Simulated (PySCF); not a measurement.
H₄BN, charge -1, doublet, geometry from GFN2-xTB (a state made from the parent by changing its charge; the spin is typed, not shown lowest); CCSD(T)/6-311G** (PySCF).

PySCF was given this input:
```python
from pyscf import gto, scf, cc

mol = gto.Mole()
mol.atom = '''
    B    -0.85821139    0.10739517   -0.15583823
    N     0.69923672   -0.10831351   -0.09977272
    H    -1.46270089   -0.95255085    0.11348944
    H    -1.25784084    1.05119416    0.59906258
    H     1.14447758    0.79761676    0.05102349
    H     0.97246411   -0.67504134    0.71402463
'''
mol.basis = '6-311g**'
mol.charge = -1
mol.spin = 1
mol.verbose = 4
mol.build()

mf = scf.UHF(mol)
mf.kernel()

mycc = cc.CCSD(mf, frozen=2)
mycc.kernel()
et = mycc.ccsd_t()
print('E(CCSD(T)) = %.10f' % (mycc.e_tot + et))
```

Q: What does PySCF print? Leave out banner, timings and long lists.

A: 
```
PySCF version 2.14.0

[INPUT] verbose = 4
[INPUT] num. atoms = 6
[INPUT] num. electrons = 17
[INPUT] charge = -1
[INPUT] spin (= nelec alpha-beta = 2S) = 1
[INPUT] symmetry False subgroup None
[INPUT] Mole.unit = angstrom
[INPUT] Symbol           X                Y                Z      unit          X                Y                Z       unit  Magmom
[INPUT]  1 B     -0.858211390000   0.107395170000  -0.155838230000 AA   -1.621784484082   0.202947458401  -0.294491574437 Bohr   0.0
[INPUT]  2 N      0.699236720000  -0.108313510000  -0.099772720000 AA    1.321365897039  -0.204682869490  -0.188543115503 Bohr   0.0
[INPUT]  3 H     -1.462700890000  -0.952550850000   0.113489440000 AA   -2.764104084258  -1.800060226222   0.214463959630 Bohr   0.0
[INPUT]  4 H     -1.257840840000   1.051194160000   0.599062580000 AA   -2.376974695893   1.986469066142   1.132064207675 Bohr   0.0
[INPUT]  5 H      1.144477580000   0.797616760000   0.051023490000 AA    2.162749181905   1.507277228763   0.096420422019 Bohr   0.0
[INPUT]  6 H      0.972464110000  -0.675041340000   0.714024630000 AA    1.837690833869  -1.275643255359   1.349310996894 Bohr   0.0

nuclear repulsion = 30.1660139073279
number of shells = 32
number of NR pGTOs = 94
number of NR cGTOs = 60
basis = 6-311g**
ecp = {}

******** <class 'pyscf.scf.uhf.UHF'> ********
method = UHF
initial guess = minao
damping factor = 0
level_shift factor = 0
DIIS = <class 'pyscf.scf.diis.CDIIS'>
diis_start_cycle = 1
diis_space = 8
diis_damp = 0
SCF conv_tol = 1e-09
SCF conv_tol_grad = None
SCF max_cycles = 50
direct_scf = True
direct_scf_tol = 1e-13
number electrons alpha = 9  beta = 8
Set gradient conv threshold to 3.16228e-05
init E= -81.2230024195399

cycle= 1 E= -81.3641469398631  delta_E= -0.141  |g|= 0.248  |ddm|=  1.3
cycle= 2 E= -81.4037829171845  delta_E= -0.0396  |g|= 0.111  |ddm|= 0.372
cycle= 3 E= -81.4104564946978  delta_E= -0.00667  |g|= 0.0353  |ddm|= 0.117
cycle= 4 E= -81.4117660001187  delta_E= -0.00131  |g|= 0.0112  |ddm|= 0.0637
cycle= 5 E= -81.4119748809874  delta_E= -0.000209  |g|= 0.00535  |ddm|= 0.0264
cycle= 6 E= -81.4120442043665  delta_E= -6.93e-05  |g|= 0.00234  |ddm|= 0.019
cycle= 7 E= -81.4120590071385  delta_E= -1.48e-05  |g|= 0.000836  |ddm|= 0.00949
cycle= 8 E= -81.4120607643552  delta_E= -1.76e-06  |g|= 0.00029  |ddm|= 0.00323
cycle= 9 E= -81.4120609833446  delta_E= -2.19e-07  |g|= 9.11e-05  |ddm|= 0.00124
cycle= 10 E= -81.4120610062378  delta_E= -2.29e-08  |g|= 3.41e-05  |ddm|= 0.000563
cycle= 11 E= -81.4120610101403  delta_E= -3.9e-09  |g|= 1.13e-05  |ddm|= 0.00035
cycle= 12 E= -81.4120610105636  delta_E= -4.23e-10  |g|= 4.08e-06  |ddm|= 0.000117
Extra cycle  E= -81.4120610105948  delta_E= -3.12e-11  |g|= 2.77e-06  |ddm|= 1.17e-05
converged SCF energy = -81.4120610105948  <S^2> = 0.75548559  2S+1 = 2.0054781

******** <class 'pyscf.cc.uccsd.UCCSD'> ********
CC2 = 0
CCSD nocc = (np.int64(7), np.int64(6)), nmo = (58, 58)
frozen orbitals 2
max_cycle = 50
direct = 0
conv_tol = 1e-07
conv_tol_normt = 1e-06
diis_space = 6
diis_start_cycle = 0
diis_start_energy_diff = 1e+09
Init t2, MP2 energy = -0.29315778794972
Init E_corr(UCCSD) = -0.293157787958586
cycle = 1  E_corr(UCCSD) = -0.310067600603295  dE = -0.0169098126  norm(t1,t2) = 0.0615263
cycle = 2  E_corr(UCCSD) = -0.317761926304943  dE = -0.0076943257  norm(t1,t2) = 0.0197726
cycle = 3  E_corr(UCCSD) = -0.320021063586055  dE = -0.00225913728  norm(t1,t2) = 0.00996661
cycle = 4  E_corr(UCCSD) = -0.320719041408652  dE = -0.000697977823  norm(t1,t2) = 0.00384525
cycle = 5  E_corr(UCCSD) = -0.320606828099395  dE = 0.000112213309  norm(t1,t2) = 0.00226003
cycle = 6  E_corr(UCCSD) = -0.320564813288756  dE = 4.20148106e-05  norm(t1,t2) = 0.000812904
cycle = 7  E_corr(UCCSD) = -0.320597800345111  dE = -3.29870564e-05  norm(t1,t2) = 0.000386459
cycle = 8  E_corr(UCCSD) = -0.320596478096525  dE = 1.32224859e-06  norm(t1,t2) = 0.000177414
cycle = 9  E_corr(UCCSD) = -0.32059494132314  dE = 1.53677339e-06  norm(t1,t2) = 9.37822e-05
cycle = 10  E_corr(UCCSD) = -0.320593528908864  dE = 1.41241428e-06  norm(t1,t2) = 3.62349e-05
cycle = 11  E_corr(UCCSD) = -0.32059286800285  dE = 6.60906015e-07  norm(t1,t2) = 1.75188e-05
cycle = 12  E_corr(UCCSD) = -0.320592882524215  dE = -1.45213648e-08  norm(t1,t2) = 7.62598e-06
cycle = 13  E_corr(UCCSD) = -0.320592789215134  dE = 9.33090807e-08  norm(t1,t2) = 3.71093e-06
cycle = 14  E_corr(UCCSD) = -0.320592752641308  dE = 3.65738263e-08  norm(t1,t2) = 1.22742e-06
cycle = 15  E_corr(UCCSD) = -0.320592724398636  dE = 2.82426721e-08  norm(t1,t2) = 5.67661e-07
UCCSD converged
E(UCCSD) = -81.73265373499348  E_corr = -0.3205927243986355
UCCSD(T) correction = -0.00945616419666063
E(CCSD(T)) = -81.7421098992
```
